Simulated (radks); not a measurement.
Task: All-electron atom: Re5+ in [Xe] 4f14 5d2. Calculated with a radial shooting solver on a logarithmic mesh with Libxc functionals: Dirac Kohn-Sham, LDA (Slater exchange, Perdew-Wang correlation), spin-unpolarised, spherical densities, point nucleus; open shells fill j = l - 1/2 first. Some entries of the table are withheld. Estimate them.

orbital,occ.,eigenvalue (eV),<1/r> (bohr^-1)
1s1/2,2,-71564.77,88.74
2s1/2,2,-12451.11,21.63
2p1/2,2,-11919.31,21.60
2p3/2,4,-10481.02,18.04
3s1/2,2,-2928.665,7.938
3p1/2,2,-2691.007,7.855
3p3/2,4,-2378.716,6.932
3d3/2,4,-1978.617,6.830
3d5/2,6,-1910.774,6.613
4s1/2,2,-658.5076,3.344
4p1/2,2,-559.4131,(1)
4p3/2,4,-486.3120,(2)
4d3/2,4,-323.4069,2.700
4d5/2,6,-309.8980,2.623
5s1/2,2,-144.9312,1.324
5p1/2,2,-114.2766,1.205
4f5/2,6,-104.4611,(3)
5p3/2,4,-102.5232,1.098
4f7/2,8,-101.9318,(4)
5d3/2,2,-60.5247,0.8497
5d5/2,0,-59.1455,0.8291

Result: 
(1) 4p1/2 <1/r> (bohr^-1): 3.235
(2) 4p3/2 <1/r> (bohr^-1): 2.911
(3) 4f5/2 <1/r> (bohr^-1): 2.187
(4) 4f7/2 <1/r> (bohr^-1): 2.156
